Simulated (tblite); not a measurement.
C6H8N (doublet state).
Numbering: `[H]/[N:7]=[C:5](\[CH:4][C:3]#[C:2][CH3:1])[CH3:6]` (hydrogens: H8, H9, H10 on C1; H11 on C4; H12, H13, H14 on C6; H15 on N7)

The geometry is computed with GFN2-xTB (gas phase). This method treats the open shell by occupation alone, without spin polarisation.

Give the optimised bond lengths and angles.

| bond | length (Å) |
| --- | --- |
| C1–C2 | 1.440 |
| C2≡C3 | 1.216 |
| C3–C4 | 1.373 |
| C4–C5 | 1.427 |
| C5–C6 | 1.502 |
| C5=N7 | 1.285 |
| C1–H8, C1–H9, C1–H10 | 1.091 |
| C4–H11 | 1.081 |
| C6–H12, C6–H13, C6–H14 | 1.088 |
| N7–H15 | 1.019 |

Bonds in one row agree within 0.01 Å and their mean is given. A selection of angles:
| angle | degrees |
| --- | --- |
| C2–C1–H8 | 109.9 |
| H8–C1–H9 | 108.7 |
| H8–C1–H10 | 108.4 |
| C1–C2–C3 | 178.3 |
| C2–C3–C4 | 177.2 |
| C3–C4–C5 | 122.8 |
| C3–C4–H11 | 118.0 |
| C5–C4–H11 | 119.1 |
| C4–C5–C6 | 116.6 |
| C4–C5–N7 | 125.9 |
| C6–C5–N7 | 117.5 |
| C5–C6–H12 | 109.2 |
| H12–C6–H13 | 109.3 |
| H13–C6–H14 | 108.3 |
| C5–N7–H15 | 113.7 |

Dihedral angles: C3–C4–C5–C6 180° (antiperiplanar); H15–N7–C5–C4 0° (synperiplanar). The mirror-image conformer, all signs reversed, is as good.

C5 (carbon bonded to 2 C and N) is planar (angles 125.9°, 117.5° and 116.6°, sum 360.0°, 0.00 Å off the plane of its three neighbours). C4 (carbon bonded to 2 C and H) is planar (angles 122.8°, 119.1° and 118.0°, sum 360.0°, 0.00 Å off the plane of its three neighbours). The 7 heavy atoms lie in one plane (0.001 Å rms). Of the pairs four or more bonds apart, C3···H15 is among the closest relative to their van der Waals radii: 2.53 Å, 87 % of the sum of Bondi's values. The 5 C–C bonds span 1.216 Å (C2≡C3, drawn triple) to 1.502 Å (C5–C6, drawn single), a spread of 0.286 Å.

GFN2-xTB frequencies show an imaginary mode (30i cm⁻¹), so the point is no minimum at that level. 3 starts were optimised and ended at 0.00, 0.00 and 0.81 kcal/mol (GFN2-xTB); the lowest of these is shown.
